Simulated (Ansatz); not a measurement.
Reaction (SMILES): C[Si](C)(Cl)Cl -> [CH2][Si](C)(Cl)Cl + H atom (the C-H bond at the site shown breaks; other sites are not compared here)
Each molecule is optimised on its own at B3LYP-D3(BJ)/def2-TZVP (Ansatz, a quantum-chemistry and plane-wave program), one conformer each, not searched for the lowest.

Property: bond dissociation energy (electronic energy difference), in kcal/mol. Cores are frozen in the correlated levels unless marked. Open shells are spin-unrestricted. Spin-orbit coupling is left out. No relativistic terms. CBS marks a two-point X^-3 extrapolation of the correlation energy; Hartree-Fock from the larger set. The bracket is a focal-point correction in the basis named.

```json
[
 {"level": "HF/6-31G", "program": "Ansatz", "bond dissociation energy (kcal/mol)": "83.3"},
 {"level": "revPBE-D4/def2-TZVPD", "program": "Ansatz + dftd4", "bond dissociation energy (kcal/mol)": "104.7"},
 {"level": "B3LYP-D3(BJ)/def2-TZVPD", "program": "Ansatz + dftd3", "bond dissociation energy (kcal/mol)": "107.4"},
 {"level": "B3LYP/def2-TZVPD", "program": "Ansatz", "bond dissociation energy (kcal/mol)": "106.6"},
 {"level": "PBE0-D3(BJ)/def2-TZVP", "program": "Ansatz + dftd3", "bond dissociation energy (kcal/mol)": "106.0"},
 {"level": "MP2/STO-3G", "program": "Ansatz", "bond dissociation energy (kcal/mol)": "123.3"},
 {"level": "RI-MP2/CBS(cc-pV(T+d)Z,cc-pV(Q+d)Z)+[CCSD(T)-MP2]/cc-pV(T+d)Z", "program": "Ansatz", "bond dissociation energy (kcal/mol)": "109.9"}
]
```
